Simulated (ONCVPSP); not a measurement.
What one change does to a pseudopotential (tantalum (Ta), ONCV)

ONCVPSP 4.0.1 input, shortened (lines: element, Z, core and valence counts, functional; n l f; lmax; l rc ep ncon nbas qcut; lloc lpopt rc5 dvloc0; l nproj debl; icmod fcfact rcfact), PBEsol, scalar-relativistic:

```
  Ta 73.00    9    5  -116133      upf
    1    0    2.00
    2    0    2.00
    2    1    6.00
    3    0    2.00
    3    1    6.00
    3    2   10.00
    4    0    2.00
    4    1    6.00
    4    2   10.00
    4    3   13.00
    5    0    2.00
    5    1    6.00
    5    2    4.00
    6    0    2.00
    3
    0    1.70    0.00    4    8    9.00
    1    2.00    0.00    4    9    5.50
    2    2.30    0.00    3    8    6.70
    3    0.95    0.00    3    8   21.30
    4    5    0.90   -1.00
    0    2    3.80
    1    2    2.50
    2    2    3.40
    3    2    1.80
    3    1.75    1.10
```

Change: p: qcut 8.1.

Cutoffs: the cutoffs (Ha) at which the residual kinetic energy of the hardest occupied pseudo-wave falls to 1 and 0.1 mHa per electron; they do not see the model core or the augmentation charge, which bear on the density cutoff. Errors are all-electron minus pseudo energies relative to the spin-unpolarised reference configuration.

**Question.** Predict the effect on cutoff, ghosts and configuration errors.

**Answer.** The potential gets neither clearly harder nor softer (172 Ha and 189 Ha → 172 Ha and 189 Ha); both files keep a bound ghost (s); of the 4 tests that both files solve, the error grows in 3 and shrinks in 0 by more than 15 % and 0.3 meV (median size 137.1 → 164.4 meV).

| quantity | base | changed |
| --- | --- | --- |
| cutoff, loose | 172 Ha | 172 Ha |
| cutoff, tight | 189 Ha | 189 Ha |
| loose cutoff by channel | s 24 Ha, p 11 Ha, d 13 Ha, f 172 Ha | s 24 Ha, p 11 Ha, d 13 Ha, f 172 Ha |
| bound ghosts | s | s |
| GHOST(+) flags under 300 eV | p at 96.6 eV | p at 111.2 eV |
| error for 4f14 5s2 5p6 5d3 6s2, meV [ΔE -24.82 eV] | -152 | -180 |
| error for 4f14 5s2 5p6 5d3 6s1, meV [ΔE -16.31 eV] | -122 | -149 |
| error for 4f14 5s2 5p6 5d3 6s0, meV [ΔE -1.34 eV] | -91 | -116 |
| error for 4f14 5s2 5p6 5d2 6s2 6p1, meV [ΔE -21.78 eV] | -239 | -264 |
| s: phases at 1.73 bohr within 0.05 rad from the reference energy up to (Ha; the scan ends near 5) | to the end of the scan | to the end of the scan |
| p: phases at 2.03 bohr within 0.05 rad from the reference energy up to (Ha; the scan ends near 5) | 3.3 | 3.9 |
| d: phases at 2.34 bohr within 0.05 rad from the reference energy up to (Ha; the scan ends near 5) | to the end of the scan | to the end of the scan |
| f: phases at 0.97 bohr within 0.05 rad from the reference energy up to (Ha; the scan ends near 5) | to the end of the scan | to the end of the scan |
| rms error of d²Exc/dni dnj with the model core, mHa | 4.11 | 4.10 |

 A true bound ghost makes a file unfit for plane-wave use even where its test errors are small: the radial tests pick states by their node count and pass the ghost by.
